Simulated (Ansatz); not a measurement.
Relaxation of ZnCl2⁻ with UKS r2SCAN-D4/def2-TZVPD.

```sh
$ ansatz run in.yaml --threads 4 --pin off --events-out ev --progress --plain --max-ram 3916MiB
```

```yaml
crystal:
  periodic: [false, false, false]
  atoms:
    - {symbol: Zn, position_ang: [0.215598, 0.745446, -0.201085]}
    - {symbol: Cl, position_ang: [0.846875, -0.198263, 1.770213]}
    - {symbol: Cl, position_ang: [-1.062474, -0.547183, -1.569137]}
basis:
  gaussian: {orbitals: def2-TZVPD}
total_charge: -1
magnetization: {spin_polarized: true, initial_magnetization: 3}
hamiltonian: {xc: r2scan, dispersion: d4}
scf: {lower_state_search: "off"}
output: {orbitals: {seedname: orbitals}}
relax: {f_tol: 0.02, max_steps: 100}
```

It took 21 s on 4 threads of Arm Neoverse V1 on a shared host.

Positions (Å) and forces (eV/Å) at steps 1, 2, 3, 4, 5, 6, 7, 8 of 8:

```xyz
3
step=1 energy=-73462.7149 eV
Zn    0.216    0.745   -0.201    0.333    1.154   -0.312
Cl    0.847   -0.198    1.770   -0.001   -0.547    0.447
Cl   -1.062   -0.547   -1.569   -0.333   -0.607   -0.135
3
step=2 energy=-73462.9472 eV
Zn    0.260    0.900   -0.243    0.214    0.742   -0.201
Cl    0.773   -0.285    1.701   -0.149   -0.379    0.027
Cl   -1.033   -0.615   -1.458   -0.065   -0.363    0.173
3
step=3 energy=-73463.1856 eV
Zn    0.312    1.080   -0.291    0.062    0.216   -0.058
Cl    0.673   -0.388    1.596   -0.265   -0.151   -0.380
Cl   -0.985   -0.691   -1.305    0.203   -0.065    0.438
3
step=4 energy=-73463.4051 eV
Zn    0.349    1.206   -0.325    0.000    0.000    0.000
Cl    0.564   -0.468    1.454   -0.264   -0.048   -0.462
Cl   -0.913   -0.738   -1.128    0.264    0.048    0.462
3
step=5 energy=-73463.5067 eV
Zn    0.370    1.279   -0.345    0.009    0.030   -0.008
Cl    0.459   -0.522    1.299    0.108    0.005    0.201
Cl   -0.829   -0.757   -0.953   -0.117   -0.036   -0.193
3
step=6 energy=-73463.5097 eV
Zn    0.364    1.259   -0.340    0.009    0.030   -0.008
Cl    0.488   -0.507    1.342   -0.067   -0.027   -0.105
Cl   -0.852   -0.752   -1.003    0.058   -0.004    0.113
3
step=7 energy=-73463.5130 eV
Zn    0.368    1.273   -0.343    0.001    0.005   -0.001
Cl    0.473   -0.516    1.321    0.012    0.000    0.022
Cl   -0.841   -0.756   -0.977   -0.013   -0.005   -0.021
3
step=8 energy=-73463.5131 eV
Zn    0.368    1.272   -0.343    0.000    0.001    0.000
Cl    0.475   -0.516    1.323    0.000    0.000    0.001
Cl   -0.843   -0.756   -0.980   -0.001    0.000   -0.001
```

The highest occupied level of the charge -1 quartet lies above zero (up to 1.73 eV). The electron is either unbound and held by the finite basis, or the level is raised by self-interaction error. In the quartet, Cl2 and Cl3 lie 2.66 Å apart (atoms count from 1), so these atoms are partly bonded to each other. At r2SCAN-D4/def2-TZVPD a doublet of charge -1 lies 4.74 eV below the quartet, each at its own geometry. The structure comes from a short search, and lower isomers may exist.
